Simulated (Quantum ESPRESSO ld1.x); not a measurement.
Results of a calculation; reference values are marked as such.
All-electron atom: the gadolinium ion Gd9+ in [Kr] 4d10 4f5 5s2 5p2. Level of theory: scalar-relativistic Kohn-Sham, LDA (Slater exchange, Perdew-Wang correlation), spin-polarised, spherical densities, point nucleus; open shells are filled with parallel spins first (ld1.x of Quantum ESPRESSO 7.5).

Normalised radial functions P(r) = r R(r), r in bohr:

r           5s up
0.001179   0.0576
0.001351   0.0642
0.001548   0.0714
0.001773   0.0792
0.002032   0.0877
0.002328   0.0968
0.002667   0.1065
0.003055   0.1166
0.0035     0.1272
0.00401    0.1380
0.004595   0.1488
0.005264   0.1593
0.006031   0.1689
0.006909   0.1773
0.007916   0.1836
0.009069   0.1872
0.01039    0.1870
0.0119     0.1820
0.01364    0.1711
0.01562    0.1531
0.0179     0.1271
0.02051    0.0922
0.0235     0.0483
0.02692   -0.0041
0.03084   -0.0634
0.03533   -0.1264
0.04048   -0.1886
0.04638   -0.2433
0.05314   -0.2829
0.06088   -0.2985
0.06975   -0.2820
0.07991   -0.2275
0.09155   -0.1338
0.1049    -0.0066
0.1202     0.1396
0.1377     0.2816
0.1577     0.3896
0.1807     0.4329
0.207      0.3877
0.2372     0.2466
0.2717     0.0254
0.3113    -0.2339
0.3567    -0.4693
0.4087    -0.6131
0.4682    -0.6118
0.5364    -0.4453
0.6145    -0.1366
0.7041     0.2525
0.8066     0.6385
0.9241     0.9393
1.059      1.0970
1.213      1.0932
1.39       0.9514
1.592      0.7269
1.824      0.4857
2.09       0.2811
2.394      0.1391
2.743      0.0578
3.143      0.0198
3.601      0.0055
4.125      0.0012

5s up: eigenvalue -178.05 eV, 4 radial nodes at r = 0.0267, 0.106, 0.276, 0.646 bohr, <r> = 1.19 bohr, 90 % of the charge inside 1.68 bohr.
